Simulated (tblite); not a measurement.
Species: C4H13FSSi2.
SMILES with atom numbers: `[CH3:1][C@H:2]([SH:3])[CH2:4][SiH2:5][SiH2:6][CH2:7][F:8]` (hydrogens: H9, H10, H11 on C1; H12 on C2; H13 on S3; H14, H15 on C4; H16, H17 on Si5; H18, H19 on Si6; H20, H21 on C7)

Computed with GFN2-xTB (tblite), gas phase: L-BFGS steps from a force-field or distance-geometry start until the largest atomic force falls under 0.01 eV/Å.

Step 10: E = -724.0118 eV
```
atom  x, y, z in Å  |  force x, y, z in eV/Å
C1     -2.2990    1.2903   -0.7890    0.011  -0.049  -0.035
C2     -1.4873    0.0799   -0.3494    0.021   0.008   0.008
S3     -2.5845   -1.3685   -0.0911    0.020   0.001   0.008
C4     -0.6817    0.3834    0.9030    0.097  -0.067   0.027
Si5     0.6208   -0.9298    1.4083    0.060   0.006  -0.014
Si6     2.1196   -1.3264   -0.3299   -0.117  -0.037   0.082
C7      2.8012    0.3787   -0.9106   -0.049  -0.027   0.002
F8      1.7433    1.1926   -1.2808   -0.005   0.023   0.000
H9     -1.6315    2.1190   -1.0192    0.013  -0.031  -0.005
H10    -2.9823    1.6054   -0.0006    0.018  -0.023   0.005
H11    -2.8775    1.0586   -1.6778   -0.071  -0.013  -0.062
H12    -0.8380   -0.2535   -1.1650    0.021   0.105   0.042
H13    -3.3275   -0.7916    0.8505   -0.030  -0.026   0.033
H14    -0.1594    1.3268    0.7196    0.012  -0.022   0.063
H15    -1.3737    0.5621    1.7304    0.020   0.033  -0.002
H16     1.3143   -0.3217    2.5661   -0.083  -0.061  -0.042
H17    -0.0076   -2.1695    1.8932   -0.019   0.127  -0.048
H18     1.5415   -1.9632   -1.5207    0.051   0.020  -0.004
H19     3.3136   -2.0943    0.0530   -0.028   0.043  -0.044
H20     3.4629    0.3314   -1.7755    0.026  -0.047  -0.057
H21     3.3238    0.9071   -0.1115    0.031   0.036   0.044
```

Step 11: E = -724.0146 eV
```
atom  x, y, z in Å  |  force x, y, z in eV/Å
C1     -2.2993    1.2887   -0.7894    0.008  -0.039  -0.032
C2     -1.4856    0.0806   -0.3489    0.010  -0.015   0.043
S3     -2.5815   -1.3712   -0.0879    0.043   0.026  -0.011
C4     -0.6818    0.3841    0.9053    0.070  -0.042   0.018
Si5     0.6195   -0.9318    1.4074    0.026   0.028  -0.010
Si6     2.1176   -1.3277   -0.3302   -0.089   0.028   0.059
C7      2.8010    0.3798   -0.9124   -0.026  -0.057   0.022
F8      1.7411    1.1933   -1.2818    0.060   0.004   0.011
H9     -1.6322    2.1172   -1.0196    0.026  -0.018  -0.019
H10    -2.9809    1.6067   -0.0007    0.011  -0.038   0.003
H11    -2.8782    1.0567   -1.6781   -0.067  -0.014  -0.051
H12    -0.8326   -0.2507   -1.1630   -0.001   0.097   0.047
H13    -3.3275   -0.7935    0.8508   -0.026  -0.023   0.031
H14    -0.1595    1.3278    0.7235    0.025  -0.024   0.049
H15    -1.3749    0.5679    1.7320    0.037   0.000  -0.021
H16     1.3057   -0.3234    2.5670   -0.051  -0.051  -0.022
H17    -0.0139   -2.1659    1.8959   -0.023   0.100  -0.051
H18     1.5487   -1.9625   -1.5245    0.024   0.005  -0.022
H19     3.3145   -2.0917    0.0459   -0.008   0.024  -0.022
H20     3.4649    0.3278   -1.7785   -0.036  -0.018   0.006
H21     3.3262    0.9048   -0.1096   -0.015   0.024  -0.029
```

Step 12: E = -724.0167 eV
```
atom  x, y, z in Å  |  force x, y, z in eV/Å
C1     -2.2995    1.2870   -0.7904   -0.001  -0.020  -0.022
C2     -1.4841    0.0809   -0.3478    0.000  -0.017   0.052
S3     -2.5787   -1.3726   -0.0859    0.046   0.034  -0.013
C4     -0.6806    0.3838    0.9073    0.023  -0.001   0.004
Si5     0.6193   -0.9326    1.4065   -0.011   0.038  -0.007
Si6     2.1144   -1.3285   -0.3291   -0.036   0.062   0.014
C7      2.8004    0.3796   -0.9132   -0.003  -0.060   0.032
F8      1.7405    1.1941   -1.2824    0.089  -0.005   0.015
H9     -1.6323    2.1154   -1.0203    0.025  -0.016  -0.029
H10    -2.9797    1.6068   -0.0008    0.006  -0.044  -0.005
H11    -2.8800    1.0551   -1.6792   -0.043  -0.015  -0.021
H12    -0.8289   -0.2467   -1.1608   -0.003   0.073   0.036
H13    -3.3280   -0.7955    0.8516   -0.013  -0.024   0.019
H14    -0.1590    1.3279    0.7273    0.039  -0.017   0.033
H15    -1.3748    0.5717    1.7326    0.045  -0.026  -0.020
H16     1.2988   -0.3257    2.5671   -0.014  -0.031   0.012
H17    -0.0185   -2.1613    1.8965   -0.034   0.059  -0.045
H18     1.5541   -1.9618   -1.5273    0.002  -0.003  -0.028
H19     3.3146   -2.0893    0.0406   -0.001   0.014  -0.005
H20     3.4656    0.3248   -1.7805   -0.076  -0.006   0.052
H21     3.3275    0.9037   -0.1087   -0.042   0.008  -0.074
```

Step 13: E = -724.0185 eV
```
atom  x, y, z in Å  |  force x, y, z in eV/Å
C1     -2.2997    1.2851   -0.7917   -0.008   0.000  -0.009
C2     -1.4829    0.0810   -0.3459   -0.006   0.000   0.036
S3     -2.5758   -1.3730   -0.0844    0.035   0.027  -0.005
C4     -0.6790    0.3835    0.9089   -0.018   0.038  -0.009
Si5     0.6192   -0.9325    1.4056   -0.034   0.036  -0.003
Si6     2.1111   -1.3282   -0.3279    0.013   0.051  -0.030
C7      2.7998    0.3783   -0.9132    0.008  -0.042   0.031
F8      1.7416    1.1947   -1.2825    0.080  -0.002   0.011
H9     -1.6318    2.1135   -1.0214    0.015  -0.021  -0.036
H10    -2.9785    1.6058   -0.0010    0.001  -0.043  -0.012
H11    -2.8823    1.0536   -1.6806   -0.012  -0.017   0.013
H12    -0.8259   -0.2420   -1.1584    0.003   0.042   0.018
H13    -3.3288   -0.7975    0.8526    0.003  -0.027   0.004
H14    -0.1578    1.3276    0.7310    0.051  -0.003   0.015
H15    -1.3738    0.5742    1.7328    0.041  -0.041  -0.003
H16     1.2931   -0.3281    2.5674    0.018  -0.012   0.045
H17    -0.0229   -2.1562    1.8960   -0.046   0.017  -0.037
H18     1.5585   -1.9613   -1.5299   -0.012  -0.003  -0.022
H19     3.3145   -2.0870    0.0362   -0.006   0.011   0.007
H20     3.4647    0.3222   -1.7812   -0.083  -0.009   0.066
H21     3.3278    0.9032   -0.1093   -0.042  -0.001  -0.081
```

**Question.** Estimate the geometry and energy of step 14. (The exact step hangs on the optimiser's Hessian estimate; all steps are aligned on step 13, rigid shifts and turns removed.)

**Answer.** E = -724.0199 eV, largest force 0.077 eV/Å
```
atom  x, y, z in Å  |  force x, y, z in eV/Å
C1     -2.3000    1.2835   -0.7929   -0.011   0.015   0.002
C2     -1.4820    0.0812   -0.3439   -0.007   0.026   0.007
S3     -2.5726   -1.3729   -0.0832    0.019   0.009   0.003
C4     -0.6779    0.3840    0.9101   -0.034   0.059  -0.015
Si5     0.6183   -0.9318    1.4048   -0.035   0.025   0.006
Si6     2.1085   -1.3269   -0.3276    0.035   0.009  -0.049
C7      2.7992    0.3764   -0.9127    0.005  -0.013   0.021
F8      1.7440    1.1951   -1.2824    0.042   0.013   0.001
H9     -1.6313    2.1115   -1.0230    0.003  -0.023  -0.038
H10    -2.9776    1.6043   -0.0014   -0.007  -0.033  -0.014
H11    -2.8845    1.0519   -1.6815    0.012  -0.020   0.036
H12    -0.8233   -0.2371   -1.1560    0.009   0.012   0.003
H13    -3.3293   -0.7999    0.8535    0.017  -0.029  -0.009
H14    -0.1557    1.3274    0.7344    0.054   0.014  -0.002
H15    -1.3723    0.5757    1.7331    0.025  -0.043   0.021
H16     1.2885   -0.3304    2.5687    0.036   0.000   0.061
H17    -0.0276   -2.1516    1.8949   -0.054  -0.014  -0.032
H18     1.5621   -1.9608   -1.5326   -0.020   0.001  -0.012
H19     3.3143   -2.0848    0.0326   -0.013   0.010   0.016
H20     3.4626    0.3197   -1.7806   -0.059  -0.019   0.046
H21     3.3275    0.9027   -0.1112   -0.020   0.001  -0.051
```

The energy changes by -0.0014 eV. The first-order estimate −F·Δx gives -0.0020 eV and the mean of the old and new forces, exact on a quadratic surface, -0.0014 eV. The step makes an angle of 59° with the force vector and moves no atom by more than 0.007 Å.

What follows is the cost of the whole relaxation. Time: 1.9 s wall. Hardware: one thread of an Intel Xeon at 2.70 GHz, shared host with 64 logical CPUs at a one-minute load of 61.
